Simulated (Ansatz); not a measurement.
A nudged elastic band was laid between two geometries of BClGeH7NSi (12 atoms, charge 0, multiplicity 1).

These are results of RKS PBE/def2-SVP in Ansatz, not measurements.

```yaml
movable_images: 5
climbing_image: yes
spring: 5.0 eV/Å²
optimiser: quadratic models (default)
start_path: through a guess of the saddle point
force_threshold: 0.05 eV/Å
iteration_limit: 60
end_points: relaxed
```

Initial state:

```xyz
12
Properties=species:S:1:pos:R:3
B -0.871 0.767 1.848
Ge -0.534 0.568 -0.151
N 0.779 1.696 -0.861
Si 0.198 -1.739 -0.452
Cl 1.114 -1.743 -2.348
H -1.897 0.327 2.329
H -0.015 1.208 2.591
H -1.778 0.689 -1.075
H 1.179 1.293 -1.720
H 1.560 1.813 -0.201
H -0.903 -2.766 -0.466
H 1.244 -2.170 0.542
```

Final state:

```xyz
12
Properties=species:S:1:pos:R:3
B -0.864 0.752 1.900
Ge -0.427 0.514 -0.082
N 1.128 1.408 -0.621
Si 0.196 -1.782 -0.499
Cl 1.054 -1.801 -2.418
H -1.896 0.282 2.341
H -0.087 1.291 2.662
H -1.677 0.740 -1.007
H 1.398 1.127 -1.574
H 1.009 2.429 -0.631
H -0.984 -2.714 -0.502
H 1.227 -2.301 0.464
```

Problem. What changes between the two ends?

Solution. No bond is made or broken. The height of N3 over the plane of its neighbours goes from -0.40 to 0.39 Å.

Problem. Give the energies along the band, and the barrier.

Solution. The forces met the threshold. The highest image is number 3 of 0 to 6, 2.5 kcal/mol above the first end and 1.9 kcal/mol above the last; the last end lies 0.5 kcal/mol above the first. A vibrational analysis at the climbing image gives one clearly imaginary mode, 433i cm⁻¹: a first-order saddle point.

```
image  path coordinate (Å)  energy (kcal/mol)  height of N3 over the plane of its neighbours (Å)
    0                 0.00                0.0                                              -0.40
    1                 0.30                0.1                                              -0.39
    2                 0.60                0.8                                              -0.31
    3                 0.90                2.5                                               0.00
    4                 1.17                1.2                                               0.27
    5                 1.43                0.6                                               0.38
    6                 1.70                0.5                                               0.39
```

Problem. What is the geometry of the highest image?

Solution. 
```xyz
12
Properties=species:S:1:pos:R:3:forces:R:3
B -0.859 0.780 1.872 0.00 0.01 -0.02
Ge -0.488 0.480 -0.117 0.00 0.01 0.01
N 0.890 1.490 -0.780 0.02 0.02 0.00
Si 0.221 -1.805 -0.498 -0.01 0.00 -0.01
Cl 1.039 -1.814 -2.436 0.00 0.00 0.00
H -1.821 0.237 2.379 -0.01 0.00 0.01
H -0.120 1.442 2.574 0.00 -0.01 0.00
H -1.792 0.610 -0.979 0.00 0.00 0.00
H 1.334 1.289 -1.675 -0.01 -0.02 0.00
H 1.270 2.297 -0.290 -0.01 0.00 0.01
H -0.901 -2.808 -0.462 0.01 0.00 0.00
H 1.304 -2.253 0.445 0.00 0.00 0.00
```

Problem. What are the harmonic wavenumbers there?

Solution. 433i, 41, 68, 90, 138, 148, 212, 233, 318, 420, 515, 534, 558, 624, 665, 689, 733, 781, 789, 860, 899, 1105, 1454, 1977, 2148, 2166, 2520, 2625, 3531, 3652 cm⁻¹.

The band took 20 iterations and roughly 10 core-minutes.

The run took 4.9 min on 2 threads of Arm Neoverse V1, on a shared host, peak memory 0.19 GiB.
